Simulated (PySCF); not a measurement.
## Removal energies of Ag⁻ from EOM-IP-GCCSD

Reference: closed-shell Ag⁻, [Kr] 4d10 5s2; one electron is removed. Calculated with PySCF 2.14, two-component X2C-1e with screened spin-orbit coupling, x2c-TZVPPall-2c with one added diffuse shell each of s, p, d, f type (9s10p8d3f1g, 109 functions); frozen [Ar] 3d10; the 6 highest virtual spinors dropped; of the others 100 kept and the rest restored at second order. No Breit or QED terms. Binding energies in eV.

| level | Koopmans | second order | EOM-CCSD | experiment |
| --- | --- | --- | --- | --- |
| 4d3/2 | 8.765 | 3.386 | 6.152 | 5.608 |
| 4d5/2 | 8.075 | 2.919 | 5.551 | 5.054 |
| 5s1/2 | 0.556 | 1.398 | 1.341 | 1.304 |

In EOM-CCSD the overlap with the one-orbital guess is low for 4d3/2 (weight 0.88), 4d5/2 (weight 0.86). That can mean mixing with two-hole, one-particle states, where second order and EOM-CCSD lose accuracy, or only a rotation among the degenerate components of the shell; the terms of those configurations are not listed.

Only part of the computed levels is shown.

Gaps of this size point to the basis (9s10p8d3f1g), which has few functions of high l to correlate and polarise the inner shells.

Where second order misses EOM-CCSD by more than 1 eV, it overshoots the relaxation and correlation of that hole or particle, which higher orders damp.
